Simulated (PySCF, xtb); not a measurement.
FH₅O₂Si₂, SMILES O[Si](O)(F)[SiH3]. Other conformers were not sampled.

Harmonic wavenumbers (cm⁻¹) from GFN2-xTB (xtb 6.7.1) at its own minimum, in rising order: 16, 123, 131, 198, 223, 270, 296, 315, 485, 488, 500, 740, 788, 793, 794, 805, 815, 893, 958, 2194, 2241, 2253, 3624, 3698.

Problem. What does PBE-D3(BJ)/def2-SVP in PySCF 2.14.0 give at its own minimum? (The exact figures need the calculation; the answer reports its results.)

Solution. 102, 122, 123, 193, 207, 277, 294, 338, 464, 506, 507, 742, 777, 814, 861, 890, 896, 908, 953, 2157, 2171, 2178, 3740, 3766. Paired by order, the mean absolute difference is 35 cm⁻¹ and the zero-point energies are 33.8 and 34.3 kcal/mol.
